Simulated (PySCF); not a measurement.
Sr(Cl)2 cation (Cl₂Sr), SMILES [Sr]([Cl])[Cl] (connectivity only; charge and spin as stated), charge +1, multiplicity 2. Coordinates come from a PBE-D3(BJ)/def2-TZVP optimisation. The spin state was assumed, not searched. The isomer is the one that the SMILES or the coordinates give; other isomers of the formula were not compared. The def2 effective core potentials stand for the cores of Sr; spin–orbit coupling is left out.

All values below come from PBE-D3(BJ)/def2-TZVP (PySCF).

Harmonic wavenumbers (cm⁻¹): 172, 219, 295. Rotational constants (GHz): 3.854, 2.501, 1.517; symmetry number 2.

Work out the zero-point energy and the ideal-gas rigid-rotor harmonic-oscillator thermochemistry at 298.15 K and 1 atm.

ZPE = ½ Σ hcν = ½ × 686 cm⁻¹ = 4.11 kJ/mol. H − E(el) = 18.13 kJ/mol. Entropy in J/(mol K): translation 171.93, rotation 109.25, vibration 24.36, spin 5.76, total 311.29. G − E(el) = -74.69 kJ/mol. Cp = 55.73 J/(mol K).
